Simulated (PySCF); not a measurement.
A GIAO shielding run with PySCF (density fitting, non-relativistic, gas phase) on diglyme (SMILES O(CCOCCOC)C):

```
{"job": {"kind": "nmr", "xc": "B97-2", "basis": "pcSseg-1", "pop": false}, "charge": 0, "multiplicity": 1}
C      4.132953     1.143313    -1.370018
O      2.808919     0.717301    -1.417756
C      2.304205     0.320218    -0.181237
C      0.867301    -0.105387    -0.374113
O      0.357474    -0.473052     0.874334
C     -0.863777    -1.149854     0.849663
C     -2.047354    -0.237397     0.575840
O     -3.208100    -1.000565     0.692730
C     -4.376084    -0.289694     0.433246
H      4.434640     1.427296    -2.388025
H      4.263327     2.021723    -0.706689
H      4.813735     0.345652    -1.011267
H      2.883279    -0.523506     0.247374
H      2.342969     1.145088     0.560013
H      0.307299     0.733779    -0.830702
H      0.825959    -0.950497    -1.090043
H     -1.002059    -1.608073     1.840713
H     -0.856705    -1.968997     0.103323
H     -2.033368     0.601896     1.302497
H     -1.972492     0.212465    -0.436391
H     -4.389344     0.126257    -0.594191
H     -5.224382    -0.980284     0.540475
H     -4.516648     0.552201     1.140242
```

Hardware: 1 thread of an Arm Neoverse V1, shared host.

Task: How large is the calculation?

Result: 74 electrons, 223 basis functions and 1153 auxiliary functions.

Task: How long does it take?

Result: 51 s of wall time, with 13 SCF cycles and 4 response iterations. Times on a shared host scatter by some tens of per cent.

Task: And these other runs on the same molecule and hardware: GIAO shielding at PBE0/pcSseg-1?

Result: PBE0/pcSseg-1: 223 functions, 46 s.
